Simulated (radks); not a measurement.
Results of a calculation; reference values are marked as such.
The iridium ion Ir+ inside a hard spherical wall (all orbitals vanish at R), configuration held at [Xe] 4f14 5d7 6s1 and not refilled when levels cross. Code: a radial shooting solver on a logarithmic mesh with Libxc functionals. Model: scalar-relativistic Kohn-Sham, PBEsol, spin-polarised, spherical densities, point nucleus; open shells are filled with parallel spins first (spin-orbit coupling, left out, can overturn this in heavy ions). Eigenvalues in eV for spin up, with the zero of energy where the potential of the charges vanishes at infinity; a dash marks a level that is unbound or too diffuse for the functional's potential to be trusted. A positive occupied level is held by the wall or, in an anion where self-interaction has pushed it up, behind a barrier. The pressure on the wall is -dE/dV.

R (bohr)  E (hartree)  kinetic (hartree)    e(4f)    e(5p)    e(5d)    e(6s)  e(6p, empty)  e(7s, empty)  pressure (GPa)
free      -17822.2198          19817.832  -70.524  -63.739  -16.250  -14.386        -7.669             -               0
20        -17822.2198          19817.832  -70.524  -63.739  -16.250  -14.386        -7.669             -        < 0.0001
15        -17822.2198          19817.832  -70.524  -63.739  -16.250  -14.386        -7.669             -        < 0.0001
8         -17822.2196          19817.835  -70.511  -63.726  -16.239  -14.373        -7.577        -1.588          0.0142
7         -17822.2186          19817.848  -70.463  -63.680  -16.198  -14.325        -7.379         0.278           0.107
6         -17822.2126          19817.902  -70.267  -63.494  -16.031  -14.114        -6.782         4.150           0.809
5         -17822.1799          19818.140  -69.521  -62.802  -15.409  -13.244        -4.957        12.708            6.35
3.5       -17821.6814          19820.745  -63.602  -57.670  -10.360   -4.677         8.572        56.225             186
2.5       -17818.4440          19834.634  -45.247  -42.697    7.671   32.821        58.470        176.86            3040
1.5       -17774.0278          19995.409   50.163   59.441   138.32   331.43        396.41        833.79          154000
